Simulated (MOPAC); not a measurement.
Input file for MOPAC: PM7 on MgC, 2S+1 = 3, a spin state set in the input, which need not be the lowest, a point of a bond scan (R = 2.034 Å).

```
PM7 1SCF PRECISE CHARGE=0 UHF MS=1 THREADS=1
CMg

C      0.00000000 1     0.00000000 1     0.00000000 1
Mg     0.00000000 1     0.00000000 1     2.03388600 1
```

Program output:

```
*******************************************************************************
 **                                                                           **
 **                              MOPAC v23.2.5                                **
 **                                                                           **
 *******************************************************************************
 ** MOPAC's Digital Object Identifier: https://doi.org/10.5281/zenodo.6511958 **
 **                                                                           **
 ** Please cite the open-source release paper for use of this MOPAC version:  **
 ** J. E. Moussa and J. J. P. Stewart (2026)                                  **
 ** MOPAC: An open-source semiempirical molecular orbital program             **
 ** J. Open Source Softw., 11(119), 8025, https://doi.org/10.21105/joss.08025 **
 *******************************************************************************

                              PM7 CALCULATION RESULTS

 *******************************************************************************
 *  PM7        - The PM7 Hamiltonian to be used
 *  UHF        - UNRESTRICTED HARTREE-FOCK CALCULATION
 *
 *
 *
 *                 CHARGE ON SYSTEM = 0
 *
 *
 *
 *  MS=        - IN MECI, MAGNETIC COMPONENT OF SPIN =  1.0
 *  PRECISE    - TIGHTER CRITERIA TO BE USED
 *  1SCF       - DO 1 SCF AND THEN STOP
 *  THREADS=1  - MULTI-THREADING NOT USED
 *  T=         - A TIME OF 172800.0 SECONDS REQUESTED
 *  DUMP=N     - RESTART FILE WRITTEN EVERY 7200.0 SECONDS REQUESTED
 *******************************************************************************
PM7 1SCF PRECISE CHARGE=0 UHF MS=1 THREADS=1
 CMg

   ATOM   CHEMICAL          X               Y               Z
  NUMBER   SYMBOL      (ANGSTROMS)     (ANGSTROMS)     (ANGSTROMS)

     1       C          0.00000000  *   0.00000000  *   0.00000000  *
     2      Mg          0.00000000  *   0.00000000  *   2.03388600  *



          CARTESIAN COORDINATES

    NO.       ATOM           X           Y           Z

     1         C          0.0000      0.0000      0.0000
     2        Mg          0.0000      0.0000      2.0339

 General Reference for PM7:
 "Optimization of Parameters for Semiempirical Methods VI: More Modifications to the
 NDDO Approximations and Re-optimization of Parameters", J. J. P. Stewart, J. Mol. Mod., 1:32, 19 (2013)
 https://link.springer.com/article/10.1007/s00894-012-1667-x

           Empirical Formula: C Mg  =     2 atoms



      MOLECULAR POINT GROUP   :   C*v


          UHF CALCULATION, NO. OF ALPHA ELECTRONS =    4
                           NO. OF BETA  ELECTRONS =    2

 -------------------------------------------------------------------------------
 PM7 1SCF PRECISE CHARGE=0 UHF MS=1 THREADS=1
 CMg



     1SCF WAS SPECIFIED, SO BFGS WAS NOT USED
     SCF FIELD WAS ACHIEVED


                              PM7 CALCULATION
                                                       MOPAC v23.2.5 Linux




          FINAL HEAT OF FORMATION =        189.22902 KCAL/MOL =     791.73423 KJ/MOL


          COSMO AREA              =         75.79 SQUARE ANGSTROMS
          COSMO VOLUME            =         58.07 CUBIC ANGSTROMS

          IONIZATION POTENTIAL    =          6.660650 EV
          ALPHA SOMO LUMO (EV)    =         -7.715  2.186
          BETA  SOMO LUMO (EV)    =         -6.661  2.095
          NO. OF ALPHA ELECTRONS  =          4
          NO. OF BETA  ELECTRONS  =          2
          MOLECULAR WEIGHT        =         36.3160         POINT GROUP:  C*v

          MOLECULAR DIMENSIONS (Angstroms)

            Atom       Atom       Distance
           Mg     2    C     1     2.03389
           Mg     2    C     1     0.00000
            C     1   Mg     2     0.00000


          SCF CALCULATIONS        =          1





   ATOM   CHEMICAL          X               Y               Z
  NUMBER   SYMBOL      (ANGSTROMS)     (ANGSTROMS)     (ANGSTROMS)

     1       C          0.00000000  *   0.00000000  *   0.00000000  *
     2      Mg          0.00000000  *   0.00000000  *   2.03388600  *

                             CARTESIAN COORDINATES

   1    C        0.000000000     0.000000000     0.000000000
   2   Mg        0.000000000     0.000000000     2.033886000


           Empirical Formula: C Mg  =     2 atoms



      MOLECULAR POINT GROUP   :   C*v


          ALPHA EIGENVALUES
 -16.35832  -8.88522  -7.71528  -7.71528   2.18633   2.98402   2.98402   5.11007


           BETA EIGENVALUES
 -14.93803  -6.66065   2.09502   2.09502   2.14091   3.77581   3.77581   5.80742


              NET ATOMIC CHARGES AND DIPOLE CONTRIBUTIONS

  ATOM NO.   TYPE          CHARGE      No. of ELECS.   s-Pop       p-Pop
    1          C          -0.457127        4.4571     1.74109     2.71604
    2         Mg           0.457127        1.5429     1.17426     0.36861
 DIPOLE           X         Y         Z       TOTAL
 POINT-CHG.     0.000     0.000     4.466     4.466
 HYBRID         0.000     0.000    -0.974     0.974
 SUM            0.000     0.000     3.492     3.492


          ATOMIC ORBITAL ELECTRON POPULATIONS

     Atom    s        px        py        pz
    1  C   1.74109   0.99126   0.99126   0.73352
    2 Mg   1.17426   0.00874   0.00874   0.35113


                    (SZ)    =    1.000000
                    (S**2)  =    2.827995


          ATOMIC ORBITAL SPIN POPULATIONS

    Atom   Total    s     px     py     pz
         Atomic
    1  C  2.6565  0.031  0.991  0.991  0.643
    2 Mg -0.6565 -0.440  0.009  0.009 -0.234

 **********************
 *                    *
 * JOB ENDED NORMALLY *
 *                    *
 **********************




 == MOPAC DONE ==
```

The run finished. Its determinant has ⟨S²⟩ = 2.83, a mixture of spin states.

Cost: very roughly 0.020 core-seconds.
